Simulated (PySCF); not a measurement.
# Energy of Gd⁺ (gadolinium, charge +1) between two integer charges

The 6s alpha orbital of [Xe] 4f7 5d1 6s1 is emptied in steps (occupation f), with all orbitals relaxed, ending at [Xe] 4f7 5d1. Computed with PySCF 2.14 in def2-SVP with the def2 core potential (28 electrons) (10s6p4d3f1g, 78 functions), with a scalar-relativistic core potential. The exact energy is a straight line in f; departures are measured from the line between the end points of the same method.

```tsv
f	UHF (eV)
1	0.000
0.9	0.006
0.7	0.015
0.5	0.017
0.3	0.014
0.1	0.006
0	0.000
```

| method | E(f=0) − E(f=1) (eV) | −ε at f=1 (eV) | −ε at f=0.5 (eV) |
| --- | --- | --- | --- |
| UHF | 11.433 | 11.504 | 11.432 |

Orbital energy along the path (eV):

```json
{"f": "1", "UHF": "-11.504"}
{"f": "0.9", "UHF": "-11.489"}
{"f": "0.7", "UHF": "-11.460"}
{"f": "0.5", "UHF": "-11.432"}
{"f": "0.3", "UHF": "-11.406"}
{"f": "0.1", "UHF": "-11.379"}
{"f": "0", "UHF": "-11.367"}
```

Reference removal energy between the ground levels: 12.076 ± 0.02 eV (semi-empirical (NIST evaluation); NIST Atomic Spectra Database, ionization energies). The calculation has no spin-orbit coupling. UHF lacks correlation.
